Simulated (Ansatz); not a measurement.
Ga4H4Se4⁺, that is (HGaSe)4 cubane with one electron fewer. The state is a doublet with charge 1. Geometry PBE-D4/def2-SVP, that of the neutral singlet; atoms count from 1.

Cartesian coordinates in Å:
```
Ga -0.8707 0.4956 -1.7105
H -1.5597 0.8873 -3.0634
Se 1.5792 0.9379 -1.4318
Ga 0.7750 1.6193 0.8407
H 1.3884 2.8999 1.5058
Se -1.6916 1.5473 0.4097
Ga -1.3445 -0.7981 1.2185
H -2.4084 -1.4293 2.1820
Se -0.9100 -1.9027 -0.9876
Ga 1.4402 -1.3167 -0.3487
H 2.5797 -2.3579 -0.6244
Se 1.0224 -0.5825 2.0097
```

Single mean-field runs in def2-TZVP are fitted with def2-universal-jkfit.

Q: Estimate the Mulliken populations from the PBE0/def2-TZVP orbitals of Ansatz.

A: 
```
atom  charge (e)  spin (α − β)
 Ga1        0.43         -0.01
  H2        0.05          0.03
 Se3       -0.24          0.23
 Ga4        0.43         -0.01
  H5        0.05          0.03
 Se6       -0.24          0.23
 Ga7        0.43         -0.01
  H8        0.05          0.03
 Se9       -0.24          0.23
Ga10        0.43         -0.01
 H11        0.05          0.03
Se12       -0.24          0.23
```
Mulliken values depend strongly on the basis.

Q: Where does the spin sit?

A: Summed by element: Ga -0.05, H 0.13, Se 0.92, of 1 unpaired in all. Largest on single atoms: Se3 0.23, Se9 0.23, Se12 0.23.

Q: And the Mayer bond orders between heavy atoms (over 0.3)?

A: Ga1–Se3 0.69 (2.50 Å); Ga1–Se6 0.69 (2.51 Å); Ga1–Se9 0.63 (2.51 Å); Se3–Ga4 0.69 (2.51 Å); Se3–Ga10 0.63 (2.51 Å); Ga4–Se6 0.69 (2.50 Å); Ga4–Se12 0.63 (2.51 Å); Se6–Ga7 0.63 (2.51 Å); Ga7–Se9 0.69 (2.51 Å); Ga7–Se12 0.69 (2.50 Å); Se9–Ga10 0.69 (2.50 Å); Ga10–Se12 0.69 (2.51 Å).
